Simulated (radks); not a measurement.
Sr III, configuration [Kr].

Calculated with a radial shooting solver on a logarithmic mesh with Libxc functionals: scalar-relativistic Kohn-Sham, LDA (Slater exchange, Perdew-Wang correlation), spin-polarised, spherical densities, point nucleus.

Energy parts (eV):
part                       energy
total                  -86401.121
kinetic                 88575.705
electron-nucleus      -207680.983
Hartree                 35449.261
exchange-correlation    -2745.105

Orbitals (lengths in bohr, moments of r in powers of bohr):
| orbital | occ. | eigenvalue (eV) | <r^2> | <r^4> |
|---|---|---|---|---|
| 1s | 2 | -15927.14 | 0.002071 | 0.00001107 |
| 2s | 2 | -2169.353 | 0.03516 | 0.002132 |
| 2p | 6 | -1930.836 | 0.02769 | 0.001532 |
| 3s | 2 | -346.8739 | 0.2792 | 0.1224 |
| 3p | 6 | -269.9146 | 0.2910 | 0.1410 |
| 3d | 10 | -142.3975 | 0.3031 | 0.1877 |
| 4s | 2 | -54.8602 | 2.071 | 6.609 |
| 4p | 6 | -36.6562 | 2.750 | 12.19 |

The highest occupied level is 4p at -36.656 eV. The density falls to 0.001 e/bohr^3 at r = 3.33 bohr. For comparison, the ionisation energy in NIST's Atomic Spectra Database is 42.884 eV (measured). In exact Kohn-Sham theory the highest level is minus the ionisation energy, but local and semilocal functionals leave it too shallow, through self-interaction and a potential that decays too fast; potentials with the right tail come closer. Summed over all electrons, <r^2> = 26.22 bohr^2, which gives a Langevin (diamagnetic) susceptibility term of -20.8 x 10^-6 cm^3/mol.
